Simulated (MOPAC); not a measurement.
Input file for MOPAC: PM7 on CH4OSe (SMILES CO[SeH]), a point of a torsion scan.

```
PM7 1SCF PRECISE CHARGE=0 THREADS=1
CH4OSe

C     -0.79831443 1    -0.19300786 1     0.09647635 1
O     -0.23643492 1     0.86524969 1    -0.64244387 1
Se    -1.31702600 1     1.82093156 1    -1.74624329 1
H     -0.91055345 1    -1.09144355 1    -0.51800328 1
H     -1.76394650 1     0.06778809 1     0.53603427 1
H     -0.08853217 1    -0.40041797 1     0.89909086 1
H     -1.26763286 1     0.89893892 1    -2.88707646 1
```

Program output:

```
*******************************************************************************
 **                                                                           **
 **                              MOPAC v23.2.5                                **
 **                                                                           **
 *******************************************************************************
 ** MOPAC's Digital Object Identifier: https://doi.org/10.5281/zenodo.6511958 **
 **                                                                           **
 ** Please cite the open-source release paper for use of this MOPAC version:  **
 ** J. E. Moussa and J. J. P. Stewart (2026)                                  **
 ** MOPAC: An open-source semiempirical molecular orbital program             **
 ** J. Open Source Softw., 11(119), 8025, https://doi.org/10.21105/joss.08025 **
 *******************************************************************************

                              PM7 CALCULATION RESULTS

 *******************************************************************************
 *  PM7        - The PM7 Hamiltonian to be used
 *
 *
 *
 *                 CHARGE ON SYSTEM = 0
 *
 *
 *
 *  PRECISE    - TIGHTER CRITERIA TO BE USED
 *  1SCF       - DO 1 SCF AND THEN STOP
 *  THREADS=1  - MULTI-THREADING NOT USED
 *  T=         - A TIME OF 172800.0 SECONDS REQUESTED
 *  DUMP=N     - RESTART FILE WRITTEN EVERY 7200.0 SECONDS REQUESTED
 *******************************************************************************
PM7 1SCF PRECISE CHARGE=0 THREADS=1
 CH4OSe

   ATOM   CHEMICAL          X               Y               Z
  NUMBER   SYMBOL      (ANGSTROMS)     (ANGSTROMS)     (ANGSTROMS)

     1       C         -0.79831443  *  -0.19300786  *   0.09647635  *
     2       O         -0.23643492  *   0.86524969  *  -0.64244387  *
     3      Se         -1.31702600  *   1.82093156  *  -1.74624329  *
     4       H         -0.91055345  *  -1.09144355  *  -0.51800328  *
     5       H         -1.76394650  *   0.06778809  *   0.53603427  *
     6       H         -0.08853217  *  -0.40041797  *   0.89909086  *
     7       H         -1.26763286  *   0.89893892  *  -2.88707646  *



          CARTESIAN COORDINATES

    NO.       ATOM           X           Y           Z

     1         C         -0.7983     -0.1930      0.0965
     2         O         -0.2364      0.8652     -0.6424
     3        Se         -1.3170      1.8209     -1.7462
     4         H         -0.9106     -1.0914     -0.5180
     5         H         -1.7639      0.0678      0.5360
     6         H         -0.0885     -0.4004      0.8991
     7         H         -1.2676      0.8989     -2.8871

 General Reference for PM7:
 "Optimization of Parameters for Semiempirical Methods VI: More Modifications to the
 NDDO Approximations and Re-optimization of Parameters", J. J. P. Stewart, J. Mol. Mod., 1:32, 19 (2013)
 https://link.springer.com/article/10.1007/s00894-012-1667-x

           Empirical Formula: C H4 O Se  =     7 atoms



      MOLECULAR POINT GROUP   :   C1


      RHF CALCULATION, NO. OF DOUBLY OCCUPIED LEVELS = 10


 -------------------------------------------------------------------------------
 PM7 1SCF PRECISE CHARGE=0 THREADS=1
 CH4OSe



     1SCF WAS SPECIFIED, SO BFGS WAS NOT USED
     SCF FIELD WAS ACHIEVED


                              PM7 CALCULATION
                                                       MOPAC v23.2.5 Linux




          FINAL HEAT OF FORMATION =        -52.40881 KCAL/MOL =    -219.27848 KJ/MOL


          COSMO AREA              =         98.41 SQUARE ANGSTROMS
          COSMO VOLUME            =         82.73 CUBIC ANGSTROMS

          IONIZATION POTENTIAL    =          8.134575 EV
          HOMO LUMO ENERGIES (EV) =         -8.135 -0.527
          NO. OF FILLED LEVELS    =         10
          MOLECULAR WEIGHT        =        111.0020         POINT GROUP:  C1

          MOLECULAR DIMENSIONS (Angstroms)

            Atom       Atom       Distance
            H     7    H     6     4.17297
            H     4   Se     3     2.36493
            O     2    H     5     1.81406


          SCF CALCULATIONS        =          1





   ATOM   CHEMICAL          X               Y               Z
  NUMBER   SYMBOL      (ANGSTROMS)     (ANGSTROMS)     (ANGSTROMS)

     1       C         -0.79831443  *  -0.19300786  *   0.09647635  *
     2       O         -0.23643492  *   0.86524969  *  -0.64244387  *
     3      Se         -1.31702600  *   1.82093156  *  -1.74624329  *
     4       H         -0.91055345  *  -1.09144355  *  -0.51800328  *
     5       H         -1.76394650  *   0.06778809  *   0.53603427  *
     6       H         -0.08853217  *  -0.40041797  *   0.89909086  *
     7       H         -1.26763286  *   0.89893892  *  -2.88707646  *

                             CARTESIAN COORDINATES

   1    C       -0.798314430    -0.193007860     0.096476350
   2    O       -0.236434920     0.865249690    -0.642443870
   3   Se       -1.317026000     1.820931560    -1.746243290
   4    H       -0.910553450    -1.091443550    -0.518003280
   5    H       -1.763946500     0.067788090     0.536034270
   6    H       -0.088532170    -0.400417970     0.899090860
   7    H       -1.267632860     0.898938920    -2.887076460


           Empirical Formula: C H4 O Se  =     7 atoms



      MOLECULAR POINT GROUP   :   C1


                  EIGENVALUES
 -28.24164 -24.09314 -22.61355 -15.42756 -15.01350 -14.71345 -11.98289 -10.78301
  -9.92631  -8.13457  -0.52687   1.48930   4.12541   5.70581   5.75615   6.44578


              NET ATOMIC CHARGES AND DIPOLE CONTRIBUTIONS

  ATOM NO.   TYPE          CHARGE      No. of ELECS.   s-Pop       p-Pop
    1          C          -0.163585        4.1636     1.07339     3.09019
    2          O          -0.540369        6.5404     1.87600     4.66437
    3         Se           0.294320        5.7057     1.94368     3.76200
    4          H           0.110797        0.8892     0.88920
    5          H           0.116427        0.8836     0.88357
    6          H           0.140301        0.8597     0.85970
    7          H           0.042108        0.9579     0.95789
 DIPOLE           X         Y         Z       TOTAL
 POINT-CHG.    -2.408    -0.151    -0.831     2.552
 HYBRID         0.414    -0.825    -0.347     0.986
 SUM           -1.994    -0.976    -1.178     2.513


          ATOMIC ORBITAL ELECTRON POPULATIONS

     Atom    s        px        py        pz
    1  C   1.07339   1.10053   0.94743   1.04223
    2  O   1.87600   1.47682   1.53515   1.65240
    3 Se   1.94368   1.59942   1.16602   0.99656
    4  H   0.88920
    5  H   0.88357
    6  H   0.85970
    7  H   0.95789

 **********************
 *                    *
 * JOB ENDED NORMALLY *
 *                    *
 **********************




 == MOPAC DONE ==
```

The run finished.

Cost: about 0.04 core-seconds (a rough figure).
